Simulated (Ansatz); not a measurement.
Reaction (ligand exchange at the Si–C bond): `FC[SiH]1CC1` + PH₃ → `P[SiH]1CC1` + fluoromethane

Calculated with Ansatz (gas phase, PBE0-D4/def2-TZVP geometries, no zero-point term in ΔE). CBS: MP2 limit from def2 TZ/QZ plus the TZ coupled-cluster correction, frozen cores. This one scheme is used for every species. DFT in def2-TZVPP. B3LYP here is the variant with VWN-RPA as its local correlation; programs differ in this. Each species was taken in one conformer, which may not be the lowest.

```tsv
level	ΔE (kJ/mol)	difference from CCSD(T)/CBS
PBE0-D4	-53.1	-4.1
B3LYP-D4	-46.2	2.8
ωB97M-V	-42.3	6.7
PBE0	-51.6	-2.6
B3LYP	-43.4	5.6
MP2/def2-TZVPP	-51.7	-2.7
SCS-MP2/def2-TZVPP	-47.7	1.3
CCSD(T)/def2-TZVPP	-47.0	2.0
HF/CBS(def2)	-43.0	6.0
CCSD/CBS(def2)	-47.3	1.7
CCSD(T)/CBS	-49.0	0
```

Largest T1 diagnostic among the species: 0.013.

In def2-TZVPP, CCSD(T) changes the Hartree–Fock value by −4.0 kJ/mol (the triples alone add −1.7 kJ/mol) and MP2 by −8.7 kJ/mol.
